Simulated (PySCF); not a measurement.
Radial density of Bi (bismuth, neutral)

revPBE, [Xe] 4f14 5d10 6s1 6p3 6d1, high-spin 6D determinant (an excited configuration). All numbers are calculated (PySCF 2.14, scalar relativity through the core potential, in aug-cc-pVQZ-PP with one added diffuse shell each of s, p, d, f, g type with ECP60MDF (8s8p6d4f3g, 117 functions)). This is the valence pseudo-density: the core potential removes the inner electrons and smooths the orbitals near the nucleus.

```json
{"r (bohr)": "0.00845", "4πr²ρ (e/bohr)": "1.722e-05", "4πr²(ρα − ρβ)": "0.0000"}
{"r (bohr)": "0.0142", "4πr²ρ (e/bohr)": "3.704e-05", "4πr²(ρα − ρβ)": "0.0000"}
{"r (bohr)": "0.0239", "4πr²ρ (e/bohr)": "6.974e-05", "4πr²(ρα − ρβ)": "0.0000"}
{"r (bohr)": "0.0402", "4πr²ρ (e/bohr)": "0.0001067", "4πr²(ρα − ρβ)": "0.0000"}
{"r (bohr)": "0.0676", "4πr²ρ (e/bohr)": "0.0001718", "4πr²(ρα − ρβ)": "0.0000"}
{"r (bohr)": "0.114", "4πr²ρ (e/bohr)": "0.0006673", "4πr²(ρα − ρβ)": "0.0000"}
{"r (bohr)": "0.191", "4πr²ρ (e/bohr)": "0.007771", "4πr²(ρα − ρβ)": "0.0003"}
{"r (bohr)": "0.322", "4πr²ρ (e/bohr)": "0.2199", "4πr²(ρα − ρβ)": "0.0092"}
{"r (bohr)": "0.541", "4πr²ρ (e/bohr)": "6.429", "4πr²(ρα − ρβ)": "0.2440"}
{"r (bohr)": "0.911", "4πr²ρ (e/bohr)": "21.95", "4πr²(ρα − ρβ)": "0.0612"}
{"r (bohr)": "1.53", "4πr²ρ (e/bohr)": "7.872", "4πr²(ρα − ρβ)": "1.0640"}
{"r (bohr)": "2.58", "4πr²ρ (e/bohr)": "2.189", "4πr²(ρα − ρβ)": "1.8414"}
{"r (bohr)": "4.33", "4πr²ρ (e/bohr)": "0.4111", "4πr²(ρα − ρβ)": "0.4093"}
{"r (bohr)": "7.29", "4πr²ρ (e/bohr)": "0.1279", "4πr²(ρα − ρβ)": "0.1279"}
{"r (bohr)": "12.3", "4πr²ρ (e/bohr)": "0.02842", "4πr²(ρα − ρβ)": "0.0284"}
{"r (bohr)": "20.6", "4πr²ρ (e/bohr)": "0.0001196", "4πr²(ρα − ρβ)": "0.0001"}
```

Energies and moments cover only the electrons outside the core potential. Spin-orbit coupling is strong in this species (close to jj coupling), so the high-spin LS determinant is a model state, not a physical level. The outer electron is Rydberg-like, and this basis confines it to a smaller radius and binds it less than a complete one would.
